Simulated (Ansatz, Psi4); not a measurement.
## PbSe (SMILES [Se][Pb]): the vertical ionisation energy from total energies

PbSe has 2 atoms, charge 0, and is taken as a singlet. As SMILES, `[Se][Pb]`. The shape is that of a PBE0-D4/def2-TZVP optimisation.

| atom | x (Å) | y (Å) | z (Å) |
| --- | --- | --- | --- |
| Se | 0.0000 | 0.0000 | -0.0050 |
| Pb | 0.0000 | 0.0000 | 2.3972 |

Both states at this one shape; open shells run unrestricted unless said. 1 Eh = 27.2114 eV.

| level | program | singlet PbSe (Eh) | doublet PbSe+ (Eh) |
| --- | --- | --- | --- |
| B3LYP/def2-TZVPP (core potential) | Psi4 | -2594.590541 | -2594.268195 |
| RPA@PBE/def2-TZVPP (core potential), 13 core orbitals frozen | Ansatz | -2592.569976 | -2592.245351 |

Task: Work out the vertical ionisation energy at each level.

Result: 
1. B3LYP/def2-TZVPP (core potential): -2594.268195 − (-2594.590541) = 0.322346 Eh = 8.77 eV.
2. RPA@PBE/def2-TZVPP (core potential): -2592.245351 − (-2592.569976) = 0.324625 Eh = 8.83 eV.

No measured value is set beside it here; the levels span 8.77 to 8.83 eV. Spin-orbit coupling, which splits open shells on such heavy atoms by tenths of an eV, is left out.
